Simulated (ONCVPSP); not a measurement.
# platinum ONCV: all-electron and pseudo phase curves

ONCVPSP 4.0.1 input, shortened (lines: element, Z, core and valence counts, functional; n l f; lmax; l rc ep ncon nbas qcut; lloc lpopt rc5 dvloc0; l nproj debl; icmod fcfact rcfact), PBEsol, scalar-relativistic:

```
  Pt 78.00   11    4  -116133      upf
    1    0    2.00
    2    0    2.00
    2    1    6.00
    3    0    2.00
    3    1    6.00
    3    2   10.00
    4    0    2.00
    4    1    6.00
    4    2   10.00
    5    0    2.00
    5    1    6.00
    4    3   14.00
    5    2    9.00
    6    0    0.50
    6    1    0.50
    3
    0    2.25    0.00    3    6    2.30
    1    3.35    0.00    3    8    2.30
    2    2.40    0.00    3    8    6.20
    3    0.95    0.00    4    8   18.50
    4    5    0.60    0.00
    0    2    2.60
    1    2    2.30
    2    2    0.40
    3    2    3.70
    0    0.00    0.00
```

The phase is arctan(r·R′/R) of the radial function R(r), unwrapped; energies in Ha, scanned from -4 to 5 Ha. A pole is an energy at which the radial function vanishes at the test radius. The pseudo phase is shifted by a multiple of π to meet the all-electron one at the reference energy, and phase errors are pseudo minus all-electron; the curves can meet again beyond the range given. Levels narrower than the energy grid can be missing from the lists of poles.

| channel | radius (bohr) | reference energy (Ha) | poles, all-electron | poles, pseudo | unbroken range about the reference energy with phases within 0.05 rad | phase error 1 Ha above the reference energy (rad) |
| --- | --- | --- | --- | --- | --- | --- |
| s | 2.28 | -0.24 | -3.77, 1.56 | 1.56 | -3.6 to 3.5 | -0.001 |
| p | 3.41 | -0.05 | -2.09, 0.56, 3.07 | 0.56, 2.99 | -2.1 to 0.1 | -0.007 |
| d | 2.44 | -0.27 | -0.00, 3.70 | -0.00, 3.84 | the whole range | +0.001 |
| f | 0.97 | -2.62 | -1.83 | -1.83 | the whole range | +0.000 |

Note: ghosts flagged at negative energy: s at -1005.1 eV, s at -154.5 eV, p at -637.6 eV; GHOST(+) flagged for p at 4.0 eV, d at 6.7 eV. A true bound ghost makes a file unfit for plane-wave use.

Phases in the s channel:

```tsv
E (Ha)	all-electron	pseudo
-3.98	1.326	-1.773
-3.50	-1.769	-1.793
-3.02	-1.811	-1.820
-2.54	-1.852	-1.858
-2.06	-1.911	-1.916
-1.58	-2.014	-2.018
-1.10	-2.240	-2.243
-0.62	-2.928	-2.930
-0.14	-4.020	-4.020
0.34	-4.428	-4.429
0.82	-4.587	-4.588
1.30	-4.676	-4.676
1.78	-4.741	-4.741
2.26	-4.801	-4.801
2.74	-4.872	-4.872
3.22	-4.985	-4.994
3.70	-5.253	-5.368
4.18	-6.310	-7.074
4.66	-7.329	-7.649
```
